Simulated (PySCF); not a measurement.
# Bonding in `N#C[C-](C#N)CC(F)F`

C5H3F2N2 (charge -1).
SMILES with atom numbers: `[N:1]#[C:2][C-:3]([C:4]#[N:5])[CH2:6][CH:7]([F:8])[F:9]` (hydrogens: H10, H11 on C6; H12 on C7)

Cartesian coordinates in Å at the GFN2-xTB level; atoms count from 1:
```
atom  x, y, z in Å
N1     2.063    2.233    0.646
C2     1.571    1.222    0.345
C3     0.996    0.017    0.029
C4     1.644   -0.856   -0.810
N5     2.198   -1.617   -1.493
C6    -0.332   -0.362    0.627
C7    -1.558    0.053   -0.194
F8    -1.638    1.397   -0.383
F9    -1.571   -0.496   -1.438
H10   -0.405   -1.450    0.745
H11   -0.459    0.109    1.610
H12   -2.508   -0.251    0.289
```

Bond orders from the PBE0/pcSseg-1 density (PySCF). Isolated species at its GFN2-xTB geometry (one conformer only). The pcSseg-1 basis has no diffuse functions, a weakness for an anion.

(1) How far do the computed orders between heavy atoms stray from the drawn ones?

(2) Set the Mayer orders of the bonds between heavy atoms beside their lengths.

Results:

(1) The largest departure is 0.167, at C2–C3 (drawn single, 1.167) and C3–C4 (drawn single, 1.167). Drawn single, order above 1.12: C2–C3 (1.167) and C3–C4 (1.167). The SMILES, with its formal charges, is one Lewis structure only.

(2) 
```csv
bond,drawn as,length (Å),Mayer order
N1–C2,triple,1.164,2.993
C2–C3,single,1.373,1.167
C3–C4,single,1.373,1.167
C4–N5,triple,1.164,2.993
C3–C6,single,1.505,1.067
C6–C7,single,1.533,0.982
C7–F8,single,1.360,0.954
C7–F9,single,1.359,0.954
```

By pair of heavy elements: C–N: all 2 within 0.02 of one another (2.993 to 2.993). C–C: lowest C6–C7 (0.982, 1.533 Å), highest C2–C3 and C3–C4 (1.167, 1.373 Å). C–F: all 2 within 0.02 of one another (0.954 to 0.954). Bonds named together lie within 0.004.

And the bonds to hydrogen?

C–H: 0.94 to 0.95 (3 bonds).

Sum the orders of all bonds at each heavy atom with more than one neighbour and set the sums beside the valence in the SMILES.

C2 4.160 (drawn 4), C3 3.401 (drawn 3), C4 4.160 (drawn 4), C6 3.927 (drawn 4), C7 3.844 (drawn 4). Orders between atoms that aren't bonded are not in these sums.

Mayer orders depend on the basis set.

The run behind these numbers computed NMR shieldings as well. On an Intel Xeon Platinum 8488C with one thread, on a shared host, this took 19 s wall and 0.76 GiB of memory at its peak.
